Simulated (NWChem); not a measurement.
Species: CdCl cation; SMILES [Cl][Cd+]

Program: NWChem. The geometry was optimised at PBE0/def2-SVP. def2 effective core potentials on Cd; no spin-orbit coupling. Level: PBE0/def2-SVPD; the question gives the wavelength of the field.

Task: Estimate the computed values for field 1065 nm. Quantities: isotropic polarisability (bohr³); anisotropy (bohr³).

Result: 
```json
{
 "isotropic polarisability (bohr³)": "35.4",
 "anisotropy (bohr³)": "26.8"
}
```
